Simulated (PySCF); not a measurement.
Job file and geometry (Å, from PBE0-D3(BJ)/def2-SVP) of an NMR shielding run on `CCO[B-](OCC)(OCC)OCC`, [C₈H₂₀BO₄]-, GIAO PBE0/pcSseg-1 NMR shielding, non-relativistic, gas phase in PySCF 2.14.0, density-fitted response routines; density fitting, a coarse starting grid and PySCF grid level 2 are the driver's defaults:

```
$ OMP_NUM_THREADS=2 python probes_run.py task.json out

{"job": {"kind": "nmr", "xc": "PBE0", "basis": "pcSseg-1"}, "charge": -1, "multiplicity": 1}
C      0.412795     2.366895     2.874178
C     -0.332041     1.503640     1.871450
O      0.561734     0.939471     0.987276
B      0.005550     0.023963    -0.013559
O     -0.644680    -1.136219     0.600422
C      0.157841    -1.990211     1.325044
C     -0.683314    -3.111867     1.908790
O     -1.001109     0.756344    -0.788249
C     -1.687620     0.045407    -1.748270
C     -2.707206     0.947415    -2.421217
O      1.105030    -0.460309    -0.853428
C      1.879450     0.495801    -1.474058
C      2.950843    -0.179261    -2.312152
H      0.968023     3.164119     2.353504
H     -0.272782     2.835073     3.601115
H      1.148926     1.761146     3.428823
H     -1.091283     2.119456     1.343153
H     -0.910815     0.724835     2.416835
H      0.965984    -2.420142     0.696029
H      0.679485    -1.455974     2.151463
H     -1.192486    -3.663553     1.101733
H     -1.464387    -2.702149     2.570363
H     -0.072257    -3.824702     2.488869
H     -2.201819    -0.835890    -1.309794
H     -0.998980    -0.367462    -2.520290
H     -3.413450     1.344747    -1.673920
H     -2.205211     1.809914    -2.889998
H     -3.281414     0.412256    -3.196892
H      1.265012     1.156290    -2.126475
H      2.357979     1.172576    -0.734362
H      2.487867    -0.833231    -3.069589
H      3.592588     0.555083    -2.828167
H      3.587835    -0.814230    -1.674938
```

Q: Write the output of this run.

A: 
```
coarse grid: 26520 points
cycle   1  E = -641.5719658929  dE =  1.455e+00  |g| = 1.263e+00  |ddm| = 4.756e+00
cycle   2  E = -641.0881436997  dE =  4.838e-01  |g| = 2.025e+00  |ddm| = 4.476e+00
cycle   3  E = -641.8996439340  dE = -8.115e-01  |g| = 1.720e-01  |ddm| = 3.315e+00
cycle   4  E = -641.9046615080  dE = -5.018e-03  |g| = 8.465e-02  |ddm| = 1.893e-01
cycle   5  E = -641.9063876940  dE = -1.726e-03  |g| = 7.060e-03  |ddm| = 7.001e-02
cycle   6  E = -641.9063975343  dE = -9.840e-06  |g| = 1.409e-03  |ddm| = 7.968e-03
final grid: 253144 points
cycle   7  E = -642.0203265234  dE = -7.097e-05  |g| = 1.625e-02  |ddm| = 3.574e-02
cycle   8  E = -642.0202865955  dE =  3.993e-05  |g| = 2.191e-02  |ddm| = 2.412e-02
cycle   9  E = -642.0203790177  dE = -9.242e-05  |g| = 1.739e-03  |ddm| = 1.550e-02
cycle  10  E = -642.0203796976  dE = -6.799e-07  |g| = 2.271e-04  |ddm| = 2.513e-03
cycle  11  E = -642.0203797075  dE = -9.888e-09  |g| = 9.214e-05  |ddm| = 2.509e-04
cycle  12  E = -642.0203797092  dE = -1.702e-09  |g| = 1.339e-05  |ddm| = 8.026e-05
cycle  13  E = -642.0203797092  dE = -3.160e-11  |g| = 6.177e-06  |ddm| = 1.624e-05
converged SCF energy = -642.0203797092

GIAO shielding tensors (ppm)
atom      isotropic    diamagn.    paramagn.     s11        s22        s33       span
  0 C      162.455     247.648     -85.193    146.228    156.979    184.158     37.929
  1 C      127.529     242.747    -115.218    106.010    111.207    165.371     59.361
  2 O      277.272     402.660    -125.388    250.890    255.254    325.672     74.783
  3 B      102.431     192.669     -90.238    101.021    101.152    105.120      4.099
  4 O      278.273     402.711    -124.438    250.824    257.854    326.141     75.317
  5 C      127.633     242.691    -115.057    106.111    111.483    165.306     59.195
  6 C      162.518     247.711     -85.193    146.233    157.139    184.182     37.949
  7 O      277.328     402.583    -125.255    250.814    256.087    325.085     74.272
  8 C      127.578     242.700    -115.122    106.213    111.158    165.363     59.150
  9 C      162.474     247.685     -85.211    146.204    157.037    184.181     37.976
 10 O      277.003     402.771    -125.768    250.994    254.669    325.347     74.354
 11 C      127.594     242.577    -114.984    106.170    111.305    165.305     59.135
 12 C      162.482     247.722     -85.241    146.223    157.044    184.178     37.955
 13 H       30.197      30.530      -0.333     26.533     28.806     35.252      8.719
 14 H       30.745      28.339       2.406     26.990     27.880     37.364     10.374
 15 H       30.220      30.725      -0.505     26.520     29.003     35.137      8.617
 16 H       27.642      33.378      -5.736     21.401     29.373     32.151     10.750
 17 H       27.850      33.614      -5.764     22.231     29.052     32.266     10.035
 18 H       27.615      33.451      -5.836     21.312     29.470     32.064     10.752
 19 H       27.883      33.512      -5.629     22.345     28.907     32.396     10.051
 20 H       30.209      30.653      -0.443     26.546     28.880     35.202      8.656
 21 H       30.229      30.726      -0.496     26.522     28.984     35.182      8.660
 22 H       30.748      28.373       2.375     26.990     27.875     37.378     10.388
 23 H       27.592      33.517      -5.925     21.322     29.532     31.922     10.600
 24 H       27.890      33.421      -5.531     22.251     28.913     32.507     10.256
 25 H       30.203      30.666      -0.463     26.532     28.915     35.160      8.628
 26 H       30.222      30.609      -0.388     26.544     28.902     35.219      8.675
 27 H       30.746      28.337       2.409     26.986     27.877     37.374     10.387
 28 H       27.856      33.400      -5.544     22.265     28.879     32.424     10.159
 29 H       27.601      33.378      -5.778     21.301     29.456     32.045     10.744
 30 H       30.227      30.699      -0.472     26.536     28.969     35.175      8.638
 31 H       30.747      28.317       2.431     26.991     27.870     37.381     10.390
 32 H       30.205      30.637      -0.432     26.544     28.879     35.191      8.647
```

Q: Turn these shieldings into chemical shifts. Scale: TMS for ¹³C (184.41 ppm), ¹H (31.27 ppm); ¹⁷O (334.56 ppm) vs H2O; ¹¹B (100.73 ppm) vs BF3·OEt2 (reference shieldings calculated alike).

A: Averaging equivalent atoms: C 1/5/8/11: 56.8; C 0/6/9/12: 21.9; O 2/4/7/10: 57.1; B 3: -1.7; H 16/17/18/19/23/24/28/29: 3.53; H 13/14/15/20/21/22/25/26/27/30/31/32: 0.88 ppm. Experimental scales use liquid or dissolved standards, which lie at an offset from isolated H2O (liquid H2O: subtract about 36 ppm).

Size and cost of the density-fitted run: 321 basis functions; peak memory 2.3 GiB.
